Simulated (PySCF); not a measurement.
Ionisation energy of Sb¹⁶⁺ by level of theory

Sb¹⁶⁺ [Ar] 3d10 4s2 4p5 [4p1/2^2 4p3/2^3, M_J = 3/2] → Sb¹⁷⁺ [Ar] 3d10 4s2 4p4 [4p1/2^2 4p3/2^2, M_J = 2], as a difference of total energies. Computed with PySCF 2.14 in an uncontracted even-tempered set (18 s from 0.84 bohr⁻², ratio 2.8; 14 p from 1.1 bohr⁻², ratio 2.8; 9 d from 1.9 bohr⁻², ratio 2.8; 4 f from 7.3 bohr⁻², ratio 3), with the two-component X2C-1e Hamiltonian. Correlated levels: [Ne] frozen; the 82 highest virtual spinors dropped. "Screened" scales the spin-orbit matrix elements by Boettger's factors to mimic the two-electron term; Breit and QED terms are absent.

| method | ionisation energy (eV) |
| --- | --- |
| GHF (screened spin-orbit) | 446.99 |
| GMP2 (screened spin-orbit) | 448.19 |

Question: How much does correlation contribute at GMP2 (screened spin-orbit)?

Answer: 448.19 − (446.99) = 1.20 eV, measured against GHF (screened spin-orbit).

Breit and QED terms and the two-electron picture change are absent.

The labels give the starting determinants; with spin-orbit coupling the two ends relaxed to ⟨J²⟩ = 3.75, ⟨L²⟩ = 2.02, ⟨S²⟩ = 0.77 and ⟨J²⟩ = 6.01, ⟨L²⟩ = 2.86, ⟨S²⟩ = 1.59.

For comparison: 447 ± 3 eV (theoretical estimate listed by NIST; NIST Atomic Spectra Database, ionization energies).
